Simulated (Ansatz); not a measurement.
Reaction (germylene formation by 1,1-elimination): `[NH2][GeH2][Si](N)(O)O` → `[NH2][GeH]` + `N[SiH](O)O`

Gas-phase electronic energies from Ansatz, PBE0-D4/def2-TZVP geometries. CCSD(T)/CBS adds triple-zeta CCSD(T) − MP2 to the extrapolated MP2 energy (def2 sets, frozen cores). This one scheme is used for every species. DFT in def2-TZVPP. B3LYP here is the variant with VWN-RPA as its local correlation; programs differ in this. For Ge outer-core shells are correlated without core-valence functions, which leaves a few kJ/mol of doubt a bond. Scalar relativity is left out up to krypton. Each species was taken in one conformer, which may not be the lowest.

```
             level  ΔE (kcal/mol)  difference from CCSD(T)/CBS
            PBE-D4           20.4                          0.9
         r2SCAN-D4           22.2                          2.7
           PBE0-D4           23.1                          3.6
          B3LYP-D4           16.7                         -2.8
           ωB97X-V           21.8                          2.3
           ωB97M-V           18.1                         -1.4
            B2PLYP           16.1                         -3.4
               PBE           17.6                         -1.9
            r2SCAN           21.3                          1.8
              PBE0           20.5                          1.0
             B3LYP           12.2                         -7.3
     HF/def2-TZVPP           13.5                         -6.0
    MP2/def2-TZVPP           22.9                          3.4
SCS-MP2/def2-TZVPP           19.7                          0.2
   CCSD/def2-TZVPP           20.2                          0.7
CCSD(T)/def2-TZVPP           21.0                          1.5
     HF/def2-QZVPP           13.0                         -6.5
    MP2/def2-QZVPP           21.9                          2.4
SCS-MP2/def2-QZVPP           18.9                         -0.6
      HF/CBS(def2)           13.0                         -6.5
     MP2/CBS(def2)           21.4                          1.9
    CCSD/CBS(def2)           18.7                         -0.8
       CCSD(T)/CBS           19.5                            0
```

Largest T1 diagnostic among the species: 0.015.

From PBE to PBE0 (25 % exact exchange), in def2-TZVPP and without D4, ΔE moves by +2.9 kcal/mol. In def2-TZVPP, CCSD(T) changes the Hartree–Fock value by +7.5 kcal/mol (the triples alone add +0.8 kcal/mol) and MP2 by +9.4 kcal/mol.
